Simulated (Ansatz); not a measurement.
(1) Predict a relaxed structure of Sn(vinyl)3(NMe2) (C8H15NSn), charge 0, singlet, at PBE-D4/def2-SVP (Ansatz).

Answers

(1) 
Cartesian coordinates in Å:
```
Sn 0.126 -0.079 0.159
C -0.028 1.870 1.096
C 1.052 2.515 1.577
H -1.022 2.346 1.179
H 2.067 2.083 1.518
H 0.980 3.510 2.055
C -0.753 -1.555 1.456
C -0.986 -1.314 2.760
H -1.002 -2.545 1.032
H -0.754 -0.340 3.226
H -1.423 -2.078 3.430
C 2.199 -0.510 -0.236
C 2.878 -1.427 0.480
H 2.726 0.047 -1.033
H 2.403 -2.011 1.290
H 3.946 -1.644 0.292
N -0.900 -0.238 -1.639
C -0.339 0.387 -2.817
C -2.345 -0.171 -1.588
H -0.730 -0.102 -3.742
H 0.765 0.274 -2.838
H -0.567 1.482 -2.918
H -2.733 -0.687 -0.684
H -2.764 0.871 -1.584
H -2.793 -0.684 -2.474
```
 This is one stationary point.

In the def2 sets Sn takes a core potential; there is no spin–orbit coupling.
